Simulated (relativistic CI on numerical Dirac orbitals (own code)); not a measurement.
## Au2+: resonant inelastic scattering at the O2,3 edge

Computed with this model: Dirac-Coulomb-Breit CI, separate exchange-only KLI orbitals for each configuration, model QED, Kramers-Heisenberg scattering through one core-hole configuration in a parametric crystal field, unscaled Slater integrals; configurations [Xe] 4f14 5d9 → [Kr] 4d10 4f14 5s2 5p5 5d10; 300 K; core-hole width 1 eV; summed over polarisations. Incident energies are the highest absorption maxima for each field (at most a few, so the weaker spin-orbit partner edge can be absent), on the computed scale of the free ion. Intensities are in per cent of the strongest line above 0.02 eV; levels within 1 cm⁻¹ are merged; final levels count from the ground level, the first row holds all elastic scattering, lines under 0.4 are left out and each table stops after 24 rows. The scale of the Slater integrals is a model choice and moves the terms in proportion.

Field parameters in Wybourne normalisation: Oh B⁴₀ = 21Dq, B⁴₄ = √(5/14) B⁴₀. The field is a parameter set, without covalency.

S is read from ⟨S²⟩ = S(S + 1).

Oh, 10Dq = 5500 cm⁻¹:

```csv
Final level (eV),Degeneracy,Irrep,S,56.5 eV
0.000,4,Γ8,0.50,193.9
0.474,2,Γ7,0.50,100.0
1.776,4,Γ8,0.50,39.8
```

Oh, 10Dq = 12450 cm⁻¹:

```csv
Final level (eV),Degeneracy,Irrep,S,56.9 eV
0.000,4,Γ8,0.50,180.8
1.200,2,Γ7,0.50,100.0
2.364,4,Γ8,0.50,53.0
```

For the first field the strongest loss at the lowest incident energy is the level at 0.47 eV (S = 0.50, against 0.50 in the thermal ground state).
